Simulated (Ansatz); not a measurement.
`C[Se][SiH](O)F`, relaxed with RKS PBE-D4/def2-SVP in Ansatz 0.2.0 from a rough embedded geometry. The force threshold is 0.03 eV/Å; the program also tests the step.

Charge 0, multiplicity 1.

Start:

```xyz
10

C     0.679   -0.100   -1.560
Se    1.534   -0.416    0.178
Si   -0.289    0.403    1.224
O    -1.705   -0.523    0.948
F    -0.050    0.412    2.913
H    -0.179   -0.714   -1.659
H     0.507    0.967   -1.691
H     1.452   -0.442   -2.311
H    -0.532    1.845    0.786
H    -1.417   -1.432    1.171
```

(1) How much energy does the relaxation release, and in how many steps? (Best estimate.)

(2) Which bonds change most? (Best estimate.)

(3) Give the relaxed structure. (Estimate.)

Answers

(1) Computed: 0.26 eV, in 10 steps, 2 of them rejected.

(2) The calculation gave: Si3–F5 from 1.706 to 1.637 Å; Si3–O4 from 1.714 to 1.668 Å; C1–H6 from 1.060 to 1.106 Å; Si3–H9 from 1.527 to 1.493 Å.

(3) Computed: 
```xyz
10

C     0.737   -0.126   -1.592
Se    1.555   -0.242    0.211
Si   -0.315    0.456    1.309
O    -1.638   -0.494    0.950
F     0.081    0.358    2.894
H    -0.254   -0.617   -1.594
H     0.645    0.929   -1.909
H     1.420   -0.660   -2.279
H    -0.758    1.850    1.008
H    -1.472   -1.454    1.000
```
